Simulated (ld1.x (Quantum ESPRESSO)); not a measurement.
## LDA (PZ) RRKJ dataset for Cd, fully relativistic all-electron reference.

The input file (ld1.x (Quantum ESPRESSO) 7.5):

```
&input
   title='Cd', zed=48., rel=2, dft='PZ', iswitch=3,
   config='[Kr] 4d10 5s1.5 5p0.5', rel_dist='average',
   nld=5, rlderiv=1.60, eminld=-10.0, emaxld=5.0, deld=0.04
 /
 &inputp
   pseudotype=2, tm=.false., rho0=0.02, lloc=2,
   nlcc=.true., new_core_ps=.true.,
   file_pseudopw='Cd.UPF', file_wfcaegen='ae.wfc', file_wfcncgen='nc.wfc', file_beta='beta', file_chi='chi'
 /
3
4S  1  0   2.00   0.00  1.10  1.10  0.0
4P  2  1   6.00   0.00  1.40  1.40  0.0
4D  3  2  10.00   0.00  1.45  1.45  0.0
 &test
   configts(1)='4s2 4p6 4d10 5s1.5 5p0.5'
 /
```

Command:

```bash
ld1.x < Cd.in > Cd.out
```

Resulting log (shortened: banner, matrices, multipoles, cross overlaps and the repeated all-electron block are left out):

```
Program LD1 v.7.5
     --------------------------- All-electron run ----------------------------

     Cd
     dirac relativistic calculation

     atomic number is 48.00
     dft =PZ   lsd =0 sic =0 latt =0  beta=0.20 tr2=1.0E-14
     Exchange-correlation= PZ
                           (   1   1   0   0   0   0   0)
     mesh =1239 r(mesh) =  99.86297 a.u. xmin = -7.00 dx = 0.01250
     1 Ry =  13.60569312 eV, c = 137.03599908

     n l j   nl                  e(Ry)          e(Ha)          e(eV)
     Spin orbit split results
     1 0 0.5 1S 1( 2.00)     -1946.1185      -973.0593    -26478.2913
     2 0 0.5 2S 1( 2.00)      -288.9771      -144.4886     -3931.7339
     2 1 0.5 2P 1( 2.00)      -269.1841      -134.5921     -3662.4368
     2 1 1.5 2P 1( 4.00)      -255.0594      -127.5297     -3470.2595
     3 0 0.5 3S 1( 2.00)       -53.8859       -26.9430      -733.1551
     3 1 0.5 3P 1( 2.00)       -45.9438       -22.9719      -625.0973
     3 1 1.5 3P 1( 4.00)       -43.4213       -21.7106      -590.7767
     4 0 0.5 4S 1( 2.00)        -7.8488        -3.9244      -106.7888
     4 1 0.5 4P 1( 2.00)        -5.2949        -2.6475       -72.0413
     4 1 1.5 4P 1( 4.00)        -4.8612        -2.4306       -66.1399
     3 2 1.5 3D 1( 4.00)       -29.3113       -14.6557      -398.8012
     3 2 2.5 3D 1( 6.00)       -28.7982       -14.3991      -391.8192
     4 2 1.5 4D 1( 4.00)        -0.9781        -0.4891       -13.3081
     4 2 2.5 4D 1( 6.00)        -0.9263        -0.4632       -12.6033
     5 0 0.5 5S 1( 1.50)        -0.4875        -0.2437        -6.6323
     5 1 0.5 5P 1( 0.17)        -0.1465        -0.0732        -1.9927
     5 1 1.5 5P 1( 0.33)        -0.1309        -0.0654        -1.7807
     Averaged results
     1 0     1S 1( 2.00)     -1946.1185      -973.0593    -26478.2913
     2 0     2S 1( 2.00)      -288.9771      -144.4886     -3931.7339
     2 1     2P 1( 6.00)      -259.7676      -129.8838     -3534.3186
     3 0     3S 1( 2.00)       -53.8859       -26.9430      -733.1551
     3 1     3P 1( 6.00)       -44.2621       -22.1311      -602.2169
     4 0     4S 1( 2.00)        -7.8488        -3.9244      -106.7888
     4 1     4P 1( 6.00)        -5.0058        -2.5029       -68.1070
     3 2     3D 1(10.00)       -29.0034       -14.5017      -394.6120
     4 2     4D 1(10.00)        -0.9470        -0.4735       -12.8852
     5 0     5S 1( 1.50)        -0.4875        -0.2437        -6.6323
     5 1     5P 1( 0.50)        -0.1361        -0.0680        -1.8514

     final scf error:  8.3E-15 reached in  24 iterations

     Etot =  -11181.804884 Ry,   -5590.902442 Ha, -152136.205807 eV

     Ekin =   11722.589207 Ry,    5861.294604 Ha,  159493.951362 eV
     Encl =  -27136.468372 Ry,  -13568.234186 Ha, -369210.461107 eV
     Eh   =    4531.132708 Ry,    2265.566354 Ha,   61649.201121 eV
     Exc  =    -299.058427 Ry,    -149.529214 Ha,   -4068.897184 eV

     normalization and overlap integrals

     s(1S/1S) =  1.000000  <r> =   0.0304  <r2> =    0.0013  r(max) =   0.0198
     s(2S/2S) =  1.000000  <r> =   0.1314  <r2> =    0.0204  r(max) =   0.1112
     s(2P/2P) =  1.000000  <r> =   0.1113  <r2> =    0.0152  r(max) =   0.0866
     s(2P/2P) =  1.000000  <r> =   0.1164  <r2> =    0.0165  r(max) =   0.0899
     s(3S/3S) =  1.000000  <r> =   0.3587  <r2> =    0.1473  r(max) =   0.3259
     s(3P/3P) =  1.000000  <r> =   0.3499  <r2> =    0.1424  r(max) =   0.3100
     s(3P/3P) =  1.000000  <r> =   0.3609  <r2> =    0.1513  r(max) =   0.3218
     s(4S/4S) =  1.000000  <r> =   0.8785  <r2> =    0.8755  r(max) =   0.7916
     s(4P/4P) =  1.000000  <r> =   0.9383  <r2> =    1.0100  r(max) =   0.8322
     s(4P/4P) =  1.000000  <r> =   0.9701  <r2> =    1.0799  r(max) =   0.8533
     s(3D/3D) =  1.000000  <r> =   0.3329  <r2> =    0.1320  r(max) =   0.2635
     s(3D/3D) =  1.000000  <r> =   0.3364  <r2> =    0.1347  r(max) =   0.2668
     s(4D/4D) =  1.000000  <r> =   1.2755  <r2> =    1.9842  r(max) =   0.9790
     s(4D/4D) =  1.000000  <r> =   1.2964  <r2> =    2.0535  r(max) =   0.9913
     s(5S/5S) =  1.000000  <r> =   2.8270  <r2> =    9.2373  r(max) =   2.2906
     s(5P/5P) =  1.000000  <r> =   4.0903  <r2> =   20.0108  r(max) =   3.0919
     s(5P/5P) =  1.000000  <r> =   4.3003  <r2> =   22.1242  r(max) =   3.2505

     ------------------------ End of All-electron run ------------------------

     --------------------- Generating NC pseudopotential ---------------------

      Generating local pot.: lloc=2, j= 1.50, matching radius rcloc =   1.4500

      Generating local pot.: lloc=2, j= 2.50, matching radius rcloc =   1.4500

      Computing core charge for nlcc:

       r > 0.57 : true rho core
      Core charge pseudized with two Bessel functions
      Integrated core pseudo-charge :  19.33

     Fully relativistic calculation: |psi|^2

     Wfc 4S LC norm =  0.99951809 SC norm =  0.00048057 missing  0.00000133

     Wfc 4P LC norm =  0.99957748 SC norm =  0.00042172 missing  0.00000079

     Wfc 4P LC norm =  0.99960073 SC norm =  0.00039555 missing  0.00000372

      Wfc   4S  rcut= 1.109  Estimated cut-off energy=       41.63 Ry
      Using 4 Bessel functions for this wfc, rho(0) = 0.020
      This function has    0 nodes for 0 < r <    1.109

      Wfc   4P  rcut= 1.389  Estimated cut-off energy=       94.92 Ry
      This function has    0 nodes for 0 < r <    1.389

      Wfc   4P  rcut= 1.389  Estimated cut-off energy=       94.60 Ry
      This function has    0 nodes for 0 < r <    1.389

     ------------------- End of pseudopotential generation -------------------

     Computing logarithmic derivative in   1.60411
     Computing logarithmic derivative in   1.60411
     Computing the partial wave expansion
     R is outside the sphere for l=    0 j= 0.50
     R is outside the sphere for l=    1 j= 0.50
     R is outside the sphere for l=    1 j= 1.50
       no projector for channel:   2
       no projector for channel:   2

     ---------------------- Testing the pseudopotential ----------------------

     Cd
     dirac relativistic calculation

     atomic number is 48.00   valence charge is 20.00
     dft =PZ   lsd =0 sic =0 latt =0  beta=0.20 tr2=1.0E-14
     mesh =1239 r(mesh) =  99.86297 xmin = -7.00 dx = 0.01250

     n l  j  nl             e AE (Ry)       e PS (Ry)    De AE-PS (Ry)
     1 0 0.5 4S   1( 2.00)       -7.84884       -7.84883       -0.00001
     2 1 0.5 4P   1( 2.00)       -5.29494       -5.29494       -0.00000
     2 1 1.5 4P   1( 4.00)       -4.86119       -4.86120        0.00000
     3 2 1.5 4D   1( 4.00)       -0.97813       -0.94679       -0.03134  !
     3 2 2.5 4D   1( 6.00)       -0.92633       -0.94679        0.02046  !
     2 0 0.5 5S   1( 1.50)       -0.48746       -0.48794        0.00048
     3 1 0.5 5P   1( 0.17)       -0.14646       -0.14827        0.00181
     3 1 1.5 5P   1( 0.33)       -0.13088       -0.13251        0.00163

     eps = 1.8E-15  iter = 15

     Etot =  -11181.804884 Ry,   -5590.902442 Ha, -152136.205807 eV
     Etotps =  -420.437615 Ry,    -210.218807 Ha,   -5720.345167 eV

     Ekin =     123.009854 Ry,      61.504927 Ha,    1673.634329 eV
     Encl =    -728.245793 Ry,    -364.122897 Ha,   -9908.288779 eV
     Ehrt =     287.877227 Ry,     143.938614 Ha,    3916.769212 eV
     Ecxc =    -119.825428 Ry,     -59.912714 Ha,   -1630.308001 eV
     (Ecc =     -84.302010 Ry,     -42.151005 Ha,   -1146.987280 eV)
     Epseu=      16.746524 Ry,       8.373262 Ha,     227.848072 eV

     ---------------------- End of pseudopotential test ----------------------
```

The potential misses its own reference levels by up to 0.4 eV. ld1.x takes every shell without a wave as core, so the model core holds the 5p, 5s electrons as well and exchange and correlation see them twice. This cancels in the reference configuration, but the file is broken for other ones, and its errors say nothing about a proper core correction.

Generation and configuration tests took about 2.3 s on one core of a shared server CPU.

Transferability test of the new file with ld1.x, input:

```
&input
   title='Cd', zed=48., rel=2, dft='PZ', iswitch=2,
   config='[Kr] 4d10 5s1.5 5p0.5', rel_dist='average'
 /
 &test
   file_pseudo='Cd.UPF', nconf=8,
   configts(1)='4s2 4p6 4d10 5s1.5 5p0.5',
   configts(2)='4s2 4p6 4d10 5s2 5p0',
   configts(3)='4s2 4p6 4d10 5s1 5p0',
   configts(4)='4s2 4p6 4d10 5s0 5p0',
   configts(5)='4s2 4p6 4d10 5s0 5p2',
   configts(6)='4s2 4p6 4d8 5s0 5p0',
   configts(7)='4s2 4p5 4d10 5s2 5p0',
   configts(8)='4s2 4p6 4d9 5s0 5p0'
 /
```

```bash
ld1.x < Cd.test.in > Cd.test.out
```

Pseudopotential blocks of its output, shortened (energy terms left out):

```
     ---------------------- Testing the pseudopotential ----------------------

     n l  j  nl             e AE (Ry)       e PS (Ry)    De AE-PS (Ry)
     1 0 0.5 4S   1( 2.00)       -7.84884       -7.84883       -0.00001
     2 1 0.5 4P   1( 2.00)       -5.29494       -5.29494       -0.00000
     2 1 1.5 4P   1( 4.00)       -4.86119       -4.86120        0.00000
     3 2 1.5 4D   1( 4.00)       -0.97813       -0.94679       -0.03134  !
     3 2 2.5 4D   1( 6.00)       -0.92633       -0.94679        0.02046  !
     2 0 0.5 5S   1( 1.50)       -0.48746       -0.48794        0.00048
     3 1 0.5 5P   1( 0.17)       -0.14646       -0.14827        0.00181
     3 1 1.5 5P   1( 0.33)       -0.13088       -0.13251        0.00163

     eps = 6.6E-15  iter = 17

     Etot =  -11181.804884 Ry,   -5590.902442 Ha, -152136.205807 eV
     Etotps =  -420.437615 Ry,    -210.218807 Ha,   -5720.345163 eV

     ---------------------- End of pseudopotential test ----------------------

          ---------------------- Testing the pseudopotential ----------------------

     n l  j  nl             e AE (Ry)       e PS (Ry)    De AE-PS (Ry)
     1 0 0.5 4S   1( 2.00)       -7.77440       -7.77724        0.00284
     2 1 0.5 4P   1( 2.00)       -5.22036       -5.22321        0.00286
     2 1 1.5 4P   1( 4.00)       -4.78653       -4.78942        0.00289
     3 2 1.5 4D   1( 4.00)       -0.90540       -0.87689       -0.02851  !
     3 2 2.5 4D   1( 6.00)       -0.85379       -0.87689        0.02311  !
     2 0 0.5 5S   1( 2.00)       -0.43816       -0.44073        0.00257
     3 1 0.5 5P   1( 0.00)       -0.10789       -0.11515        0.00727  !
     3 1 1.5 5P   1( 0.00)       -0.09346       -0.10117        0.00771  !

     eps = 2.5E-15  iter = 22

     Etot =  -11181.977500 Ry,   -5590.988750 Ha, -152138.554368 eV
     Etotps =  -420.608930 Ry,    -210.304465 Ha,   -5722.676028 eV
     dEtot_ae =      -0.172616 Ry
     dEtot_ps =      -0.171315 Ry,   Delta E=      -0.001301 Ry

     ---------------------- End of pseudopotential test ----------------------

          ---------------------- Testing the pseudopotential ----------------------

     n l  j  nl             e AE (Ry)       e PS (Ry)    De AE-PS (Ry)
     1 0 0.5 4S   1( 2.00)       -8.42942       -8.44160        0.01218  !
     2 1 0.5 4P   1( 2.00)       -5.87606       -5.88806        0.01200  !
     2 1 1.5 4P   1( 4.00)       -5.44257       -5.45441        0.01183  !
     3 2 1.5 4D   1( 4.00)       -1.55596       -1.53578       -0.02018  !
     3 2 2.5 4D   1( 6.00)       -1.50372       -1.53578        0.03206  !
     2 0 0.5 5S   1( 1.00)       -0.98904       -1.00851        0.01947  !
     3 1 0.5 5P   1( 0.00)       -0.57810       -0.60695        0.02885  !
     3 1 1.5 5P   1( 0.00)       -0.55163       -0.58141        0.02977  !

     eps = 2.6E-15  iter = 23

     Etot =  -11181.269765 Ry,   -5590.634882 Ha, -152128.925145 eV
     Etotps =  -419.890675 Ry,    -209.945337 Ha,   -5712.903666 eV
     dEtot_ae =       0.535119 Ry
     dEtot_ps =       0.546940 Ry,   Delta E=      -0.011821 Ry

     ---------------------- End of pseudopotential test ----------------------

          ---------------------- Testing the pseudopotential ----------------------

     n l  j  nl             e AE (Ry)       e PS (Ry)    De AE-PS (Ry)
     1 0 0.5 4S   1( 2.00)       -9.17147       -9.19374        0.02227  !
     2 1 0.5 4P   1( 2.00)       -6.61852       -6.64035        0.02183  !
     2 1 1.5 4P   1( 4.00)       -6.18523       -6.20658        0.02135  !
     3 2 1.5 4D   1( 4.00)       -2.28850       -2.27745       -0.01105  !
     3 2 2.5 4D   1( 6.00)       -2.23533       -2.27745        0.04212  !
     2 0 0.5 5S   1( 0.00)       -1.59156       -1.64005        0.04849  !
     3 1 0.5 5P   1( 0.00)       -1.10884       -1.17780        0.06896  !
     3 1 1.5 5P   1( 0.00)       -1.07036       -1.14204        0.07168  !

     eps = 6.6E-15  iter = 20

     Etot =  -11179.981996 Ry,   -5589.990998 Ha, -152111.404154 eV
     Etotps =  -418.570813 Ry,    -209.285406 Ha,   -5694.946028 eV
     dEtot_ae =       1.822888 Ry
     dEtot_ps =       1.866802 Ry,   Delta E=      -0.043914 Ry

     ---------------------- End of pseudopotential test ----------------------

          ---------------------- Testing the pseudopotential ----------------------

     n l  j  nl             e AE (Ry)       e PS (Ry)    De AE-PS (Ry)
     1 0 0.5 4S   1( 2.00)       -8.03715       -8.02948       -0.00767  !
     2 1 0.5 4P   1( 2.00)       -5.48348       -5.47582       -0.00766  !
     2 1 1.5 4P   1( 4.00)       -5.04987       -5.04217       -0.00770  !
     3 2 1.5 4D   1( 4.00)       -1.16048       -1.12169       -0.03880  !
     3 2 2.5 4D   1( 6.00)       -1.10811       -1.12169        0.01357  !
     2 0 0.5 5S   1( 0.00)       -0.60418       -0.60002       -0.00416
     3 1 0.5 5P   1( 0.67)       -0.23034       -0.22554       -0.00480
     3 1 1.5 5P   1( 1.33)       -0.21035       -0.20498       -0.00537  !

     eps = 4.1E-15  iter = 18

     Etot =  -11181.250099 Ry,   -5590.625050 Ha, -152128.657583 eV
     Etotps =  -419.882497 Ry,    -209.941248 Ha,   -5712.792396 eV
     dEtot_ae =       0.554784 Ry
     dEtot_ps =       0.555118 Ry,   Delta E=      -0.000334 Ry

     ---------------------- End of pseudopotential test ----------------------

          ---------------------- Testing the pseudopotential ----------------------

     n l  j  nl             e AE (Ry)       e PS (Ry)    De AE-PS (Ry)
     1 0 0.5 4S   1( 2.00)      -11.71117      -11.72975        0.01858  !
     2 1 0.5 4P   1( 2.00)       -9.12916       -9.14898        0.01982  !
     2 1 1.5 4P   1( 4.00)       -8.68095       -8.70070        0.01975  !
     3 2 1.5 4D   1( 3.20)       -4.64583       -4.62923       -0.01660  !
     3 2 2.5 4D   1( 4.80)       -4.58419       -4.62923        0.04504  !
     2 0 0.5 5S   1( 0.00)       -3.26720       -3.33640        0.06920  !
     3 1 0.5 5P   1( 0.00)       -2.61964       -2.71830        0.09865  !
     3 1 1.5 5P   1( 0.00)       -2.55001       -2.65297        0.10296  !

     eps = 5.1E-15  iter = 16

     Etot =  -11173.181364 Ry,   -5586.590682 Ha, -152018.876839 eV
     Etotps =  -411.727807 Ry,    -205.863903 Ha,   -5601.842187 eV
     dEtot_ae =       8.623520 Ry
     dEtot_ps =       8.709808 Ry,   Delta E=      -0.086288 Ry

     ---------------------- End of pseudopotential test ----------------------

          ---------------------- Testing the pseudopotential ----------------------

     n l  j  nl             e AE (Ry)       e PS (Ry)    De AE-PS (Ry)
     1 0 0.5 4S   1( 2.00)       -8.89724       -8.90613        0.00889  !
     2 1 0.5 4P   1( 1.67)       -6.32515       -6.33587        0.01072  !
     2 1 1.5 4P   1( 3.33)       -5.88178       -5.89163        0.00985  !
     3 2 1.5 4D   1( 4.00)       -1.91735       -1.88898       -0.02837  !
     3 2 2.5 4D   1( 6.00)       -1.86046       -1.88898        0.02852  !
     2 0 0.5 5S   1( 2.00)       -1.10743       -1.11799        0.01057  !
     3 1 0.5 5P   1( 0.00)       -0.65763       -0.67657        0.01894  !
     3 1 1.5 5P   1( 0.00)       -0.62604       -0.64567        0.01963  !

     eps = 6.0E-15  iter = 14

     Etot =  -11176.511085 Ry,   -5588.255543 Ha, -152064.180008 eV
     Etotps =  -415.135788 Ry,    -207.567894 Ha,   -5648.210139 eV
     dEtot_ae =       5.293799 Ry
     dEtot_ps =       5.301826 Ry,   Delta E=      -0.008028 Ry

     ---------------------- End of pseudopotential test ----------------------

          ---------------------- Testing the pseudopotential ----------------------

     n l  j  nl             e AE (Ry)       e PS (Ry)    De AE-PS (Ry)
     1 0 0.5 4S   1( 2.00)      -10.38849      -10.40983        0.02134  !
     2 1 0.5 4P   1( 2.00)       -7.82263       -7.84413        0.02150  !
     2 1 1.5 4P   1( 4.00)       -7.38277       -7.40397        0.02119  !
     3 2 1.5 4D   1( 3.60)       -3.41859       -3.40567       -0.01292  !
     3 2 2.5 4D   1( 5.40)       -3.36125       -3.40567        0.04442  !
     2 0 0.5 5S   1( 0.00)       -2.39461       -2.45389        0.05928  !
     3 1 0.5 5P   1( 0.00)       -1.82504       -1.90895        0.08392  !
     3 1 1.5 5P   1( 0.00)       -1.77096       -1.85840        0.08744  !

     eps = 3.2E-15  iter = 22

     Etot =  -11177.170383 Ry,   -5588.585192 Ha, -152073.150215 eV
     Etotps =  -415.737900 Ry,    -207.868950 Ha,   -5656.402285 eV
     dEtot_ae =       4.634501 Ry
     dEtot_ps =       4.699715 Ry,   Delta E=      -0.065214 Ry

     ---------------------- End of pseudopotential test ----------------------
```
